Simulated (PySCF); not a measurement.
**Correlation energy of O⁺ (oxygen, charge +1)**

[He] 2s2 2p3, high-spin 4S determinant. All numbers are calculated (PySCF 2.14, the spin-free X2C one-electron Hamiltonian (Gaussian nucleus), in aug-cc-pCVTZ-DK). Frozen: 1s2; 5 electrons correlated.

```json
{"level": "CCSD", "correlation energy (mhartree)": "-116.29"}
{"level": "(T)", "correlation energy (mhartree)": "-1.76"}
{"level": "CCSD(T)", "correlation energy (mhartree)": "-118.05"}
```

Diagnostics: T1 = 0.0042, D1 = 0.0099, largest double amplitude 0.030.

Cost of the coupled-cluster step: of the order of 5 core-seconds, for 5 correlated electrons.

Iterations:

```
CC2 = 0
CCSD nocc = (np.int64(4), np.int64(1)), nmo = (58, 58)
frozen orbitals [[0], [0]]
max_cycle = 100
direct = 0
conv_tol = 1e-08
conv_tol_normt = 1e-06
diis_space = 8
diis_start_cycle = 0
Init t2, MP2 energy = -0.10166422129551
Init E_corr(UCCSD) = -0.101664221296919
cycle = 1  E_corr(UCCSD) = -0.113177947126249  dE = -0.0115137258  norm(t1,t2) = 0.023875
cycle = 2  E_corr(UCCSD) = -0.115350306522783  dE = -0.0021723594  norm(t1,t2) = 0.00803128
cycle = 3  E_corr(UCCSD) = -0.11633293802962  dE = -0.000982631507  norm(t1,t2) = 0.00332456
cycle = 4  E_corr(UCCSD) = -0.116285440260027  dE = 4.74977696e-05  norm(t1,t2) = 0.000511248
cycle = 5  E_corr(UCCSD) = -0.116292567564509  dE = -7.12730448e-06  norm(t1,t2) = 0.000115548
cycle = 6  E_corr(UCCSD) = -0.116292793546503  dE = -2.25981994e-07  norm(t1,t2) = 1.40061e-05
cycle = 7  E_corr(UCCSD) = -0.116292795839475  dE = -2.29297206e-09  norm(t1,t2) = 1.69856e-06
cycle = 8  E_corr(UCCSD) = -0.116292791259694  dE = 4.57978135e-09  norm(t1,t2) = 3.55415e-07
UCCSD converged
E(UCCSD) = -74.53971582843245  E_corr = -0.116292791259694
UCCSD(T) correction = -0.00176149846055906
```
